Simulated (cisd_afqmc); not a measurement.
Input (AFQMC/CISD/cc-pVDZ; cisd_afqmc is a phaseless AFQMC code with CISD trial states that reads the integrals written by Ansatz):

Ansatz 0.2 input:
```python
import cisd_afqmc

open("ham.yaml", "w").write("""\
crystal:
  periodic: [false, false, false]
  atoms:
    - {symbol: C, position_ang: [-0.00000000, -0.00000000, -0.62581252]}
    - {symbol: N, position_ang: [0.00000000, 0.00000000, 0.53641073]}
basis:
  gaussian:
    orbitals: cc-pVDZ
magnetization: {spin_polarized: true, initial_magnetization: 1}
correlation: {method: ccsd, electrons: outside_noble_gas, hamiltonian_folder: ham}
""")
rep = cisd_afqmc.ansatz("ham.yaml")
e_ccsd = rep["correlation"]["coupled_cluster"]["energy"]["hartree"]
out = cisd_afqmc.run("ham", e_ccsd, trial="CISD", walkers=200, populations=8, threads=8, dt=0.005, steps=40, early=24, settle=10, least=32,
    cut=5e-5, rank_cut=2e-4, target=0.0004, seconds=1500, seed=1, memory=17280, gpu=False)
```

Output:

```
orbitals 26, occupied [5, 4], factors 135 of 271, rank of the doubles 140 of 193
E(HF) = -92.213040
E(CCSD) on the cut factors = -92.475942, shift to the whole factors -0.000018
Energy of the trial state on the determinant = -92.475971
  tau behind 7.2 of longer steps, mean of the populations' last blocks
   2.0  -92.48946
   4.0  -92.48834
   6.0  -92.48978
   8.0  -92.49343
  10.0  -92.48994
  12.0  -92.49103
  14.0  -92.48845
  16.0  -92.49205
  18.0  -92.49081
  20.0  -92.49256
  22.0  -92.49042
  24.0  -92.48999
  26.0  -92.49156
  28.0  -92.49169
  30.0  -92.49200
  32.0  -92.49375
  34.0  -92.48972
blocks 1286 (4 outliers left out), error by blocks joined: 1: 0.00020, 2: 0.00025, 4: 0.00031, 8: 0.00036, 16: 0.00040
E(AFQMC/CISD) = -92.49088 +/- 0.00040
```

The determinant is spin-contaminated: <S^2> is 1.11, 0.36 over the pure value.
